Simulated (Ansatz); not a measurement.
```xyz
2

Ca    0.0000    0.0000    0.0000
H     0.0000    0.0000    3.7260
```

Basis set: pcseg-2 (spherical functions). Charge 0, multiplicity 2.

Computed with Ansatz (development build ahead of 0.2.0); each method stands on the lowest determinant of its kind that the runs found. Restricted functionals stand beside restricted open-shell atoms, which can lie above the unrestricted atoms usual in DFT and then raise those values.

Give the atomization energy at this shape (free ground-state atoms in the same class of orbitals less the molecule, no zero-point energy) of doublet CaH by PBE0 (restricted open-shell), PBE (unrestricted), PBE (restricted open-shell), ROHF.

```
                      method  atomization energy
PBE0 (restricted open-shell)             0.08 eV
          PBE (unrestricted)             0.23 eV
 PBE (restricted open-shell)             0.18 eV
                        ROHF            -0.03 eV
```

Caution: the shape is not the minimum. Caution for PBE0 (restricted open-shell), ROHF: no unrestricted run beside it, a lower state can exist.
